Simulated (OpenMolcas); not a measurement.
# N³⁺: effect of the active space

| Item | Value |
| --- | --- |
| Program | OpenMolcas 26.06 |
| Method | MS-CASPT2 or its RAS form, IPEA 0.25 Eh, imaginary shift 0.1 Eh |
| Basis | ANO-RCC-VQZP |
| Scalar Hamiltonian | DKH2, point nucleus |
| Spin-orbit coupling | state interaction with AMFI integrals over the reference wave functions, term energies averaged over their components |

A. 2 electrons in 4 orbitals (2s 2p); 2S+1 = 3 even, 3 roots; 2S+1 = 1 even, 7 roots; 2S+1 = 3 odd, 3 roots; 2S+1 = 1 odd, 3 roots; closed shells correlated: 1s; CASPT2 step roughly 1.6 core-seconds
B. 2 electrons in 8 orbitals (2s 2p 3s 3p); 2S+1 = 3 even, 3 roots; 2S+1 = 1 even, 7 roots; 2S+1 = 3 odd, 3 roots; 2S+1 = 1 odd, 3 roots; closed shells correlated: 1s; CASPT2 step about 3 core-seconds
C. 2 electrons in 9 orbitals (RAS2 2s 2p; RAS3 3d, at most 2 electrons); 2S+1 = 3 even, 3 roots; 2S+1 = 1 even, 7 roots; 2S+1 = 3 odd, 3 roots; 2S+1 = 1 odd, 3 roots; closed shells correlated: 1s; CASPT2 step about 5 core-seconds

Energies in cm⁻¹ above 2s² ¹S₀, the measured ground level; measured values from Moore, Selected Tables of Atomic Spectra, NSRDS-NBS 3, section 4.

```tsv
Level	A	B	C	Measured
2s² ¹S₀	0.0	0.0	0.0	0.0
2s 2p ³P°₀	67264	67210	67169	67209
2s 2p ³P°₁	67333	67279	67237	67272
2s 2p ³P°₂	67470	67417	67374	67416
2s 2p ¹P°₁	132121	131990	131294	130694
2p² ³P₀	175719	175633	175639	175535
2p² ³P₁	175787	175702	175707	175608
2p² ³P₂	175923	175838	175843	175733
2p² ¹D₂	189968	189805	189310	188882
2p² ¹S₀	236217	236021	236386	235369
```

Deviations, from unrounded energies. A percentage is the sum of absolute deviations over the sum of measured energies, with the sign that they share, or ± where signs differ.

```tsv
Against measurement	Levels	A	B	C
mean absolute deviation (cm-1)	9	450	350	270
other configurations (%)	9	+0.3	+0.2	±0.2
```

C lies closest to measurement on these levels and A furthest from it. The largest miss of C in the table is 2p² ¹S₀, by +1000 cm-1. The ranking rests on the paired levels alone, and a cruder setting can come out closer through cancelling errors.

Among A to C the level of the table that moves most is 2s 2p ¹P°₁, by 830 cm-1 (lowest in C, highest in A).

Active for correlation alone: 3p 3s; no level in the range computed is led by a configuration that fills them, so any true level of that kind is missing (holds for B). Active for correlation alone: 3d; no level in the range computed is led by a configuration that fills it, so any true level of that kind is missing (holds for C). Measured partners are found by configuration, term and J. A level has none where our copy of the source lacks it or the pairing is in doubt (some pairs that miss far off the trend of their configuration count as doubtful), and it then counts in no deviation. Only configurations of the active space appear.

° marks odd parity.
